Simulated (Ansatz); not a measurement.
Species: GaO3, charge 0, multiplicity 2. It need not be the lowest isomer of its formula. 
Coordinates optimised at B3LYP-D3(BJ)/def2-TZVP (Ansatz, a quantum-chemistry and plane-wave program):
```xyz
4

Ga    -0.0008    -0.2875     0.0009
O     -0.0055    -1.9491     0.0061
O      0.6881     1.5296    -0.0363
O     -0.6795     1.5336     0.0268
```
Charge 0, spin multiplicity 2.

Basis-set convergence of Hartree-Fock and CCSD correlation energies (hartree) with Ansatz. Valence correlation only, unless marked. Open shells are spin-unrestricted. Spin-orbit coupling is left out. Frozen are the shells of the preceding noble gas and the d and f shells that filled before the atom's block. No relativistic terms.

```
basis    functions        E(HF)  E(corr, CCSD)
-------  ---------  -----------  -------------
cc-pVDZ         69  -2147.62380       -0.62972
cc-pVTZ        133          ___            ___
```

Q: Fill in the missing entries.

A: 
- cc-pVTZ, E(HF): -2147.77773
- cc-pVTZ, E(corr, CCSD): -0.77670
